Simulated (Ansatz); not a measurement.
Species: CH₃Se, charge -1, singlet. CH3Se- (parent SMILES C[Se], singlet).
B3LYP-D3(BJ)/def2-TZVP minimum from Ansatz (a quantum-chemistry and plane-wave program):
```xyz
5

C     -1.5501     0.0161    -0.0333
Se     0.4446    -0.0046     0.0095
H     -1.9271    -0.5961    -0.8570
H     -1.9249     1.0344    -0.1674
H     -1.9625    -0.3779     0.8995
```
Charge -1, spin multiplicity 1.

Total energies in aug-cc-pVDZ, 14 correlated electrons, 15 frozen orbitals. UHF or UKS for unpaired electrons; spin-orbit terms are left out. Correlated methods leave the cores frozen (noble-gas shells, and filled d and f shells in the p block). No relativity. The spin of CH3Se- (parent SMILES C[Se], singlet) was assumed, and the state is the lowest solution found for it.

| method | program | energy (Eh) | minus CCSDT(Q) (mEh) |
|---|---|---|---|
| HF | Ansatz | -2439.44711 | 330.44 |
| MP2 | Ansatz | -2439.73644 | 41.11 |
| CCSD | Ansatz | -2439.76494 | 12.62 |
| CCSD(T) | Ansatz | -2439.77612 | 1.43 |
| CCSDT(Q) | Ansatz | -2439.77755 | 0.00 |

Rough core times of Ansatz's runs on a shared machine: CCSD(T) under 20 s, CCSDT(Q) 2 min.
